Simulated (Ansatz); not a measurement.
Two isomers of C3H4Se: A = `C=C1C[Se]1`, B = `C1=C[Se]C1`.

Calculated with Ansatz (gas phase, PBE0-D4/def2-TZVP geometries, no zero-point term in ΔE). CCSD(T)/CBS is the MP2 limit (def2-TZVPP, def2-QZVPP) plus CCSD(T) − MP2 in def2-TZVPP, frozen cores. Functionals use def2-TZVPP. B3LYP here is the variant with VWN-RPA as its local correlation; programs differ in this. For Se outer-core shells are correlated without core-valence functions, which leaves a few kJ/mol of doubt a bond. Scalar relativity is left out up to krypton.

A:

```xyz
8

C     0.864    1.115    0.163
C     0.203   -0.021    0.221
C    -0.860   -0.806   -0.359
Se    0.097   -1.650    1.168
H     1.673    1.340    0.846
H     0.603    1.856   -0.584
H    -1.889   -0.538   -0.144
H    -0.691   -1.296   -1.312
```

B:

```xyz
8

C    -0.022   -0.525    0.508
C     1.217   -0.224    0.122
Se    0.776    1.129   -1.149
C    -0.871    0.393   -0.312
H    -0.359   -1.254    1.237
H     2.193   -0.595    0.404
H    -1.516   -0.085   -1.050
H    -1.417    1.159    0.239
```

(1) Which isomer does CCSD(T)/CBS put lower? Give the gap. (An estimate is asked.)

(2) Give E(B) − E(A) in kJ/mol with MP2/def2-TZVPP, PBE0-D4, B3LYP-D4, HF/def2-TZVPP, B2PLYP, B3LYP, CCSD(T)/def2-SVP. (Estimate.)

(3) Does the order hold for the free energy at 298.15 K (harmonic terms from PBE0-D4)? (Best estimate.)

Largest T1 diagnostic: 0.011.

Results:

(1) Ansatz gave: B, by 16.5 kJ/mol.

(2) The calculation gave: MP2/def2-TZVPP -14.9, PBE0-D4 -13.6, B3LYP-D4 -7.2, HF/def2-TZVPP -17.0, B2PLYP -10.4, B3LYP -5.9, CCSD(T)/def2-SVP -13.3. None reverses the order clearly.

(3) Computed: Yes: G(B) − G(A) = -13.4 kJ/mol.

Leaving LDA and LC-ωPBE aside and taking each functional with its dispersion term where it has one, the values, not all of them listed here, spread over 16.1 kJ/mol, from ωB97X-V to BLYP-D4. LDA lies −7.6 kJ/mol from PBE without D4. At CCSD(T), def2-SVP lies +3.2 kJ/mol from the extrapolated value and def2-TZVPP −1.7 kJ/mol.
